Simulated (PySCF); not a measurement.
## Polarisability and C₆ of P (phosphorus, neutral)

[Ne] 3s2 3p3, high-spin 4S determinant. Computed with PySCF 2.14 in dyall-av3z (19s12p3d2f, 84 functions), with no relativity, point nucleus. Coupled (time-dependent) response in atomic units; α is the mean over directions.

```
method  mean α (bohr³)  C₆ (like pair)  S(−4)
   UHF           25.37           187.7  193.2
   PBE           27.36           204.7  251.4
  PBE0           26.29           195.1  220.3
 TPSSh           26.29           196.9  217.1
```

S(−4) is the Cauchy moment in α(ω) = α(0) + S(−4) ω² + …

Reference α: 25 ± 1 bohr³ (recommended; Schwerdtfeger and Nagle, table of static dipole polarizabilities (2023 update)). Published C₆: 185.0 (Chu and Dalgarno (2004); Tang, Norbeck and Certain (1976)).

α(iu) at TPSSh:

| u (hartree) | α(iu) (bohr³) |
| --- | --- |
| 0 | 26.29 |
| 0.0500 | 25.76 |
| 0.100 | 24.33 |
| 0.200 | 20.14 |
| 0.300 | 15.90 |
| 0.500 | 9.816 |
| 0.750 | 5.784 |
| 1.00 | 3.731 |
| 1.50 | 1.893 |
| 2.00 | 1.141 |
| 3.00 | 0.5529 |
| 5.00 | 0.2232 |

A single London oscillator, α(iu) = α/(1 + u²/ω²), gives C₆ = (3/4) ω α². Matching the computed C₆ needs ω = 4 × 196.9 / (3 × 26.29²) = 0.380 hartree.
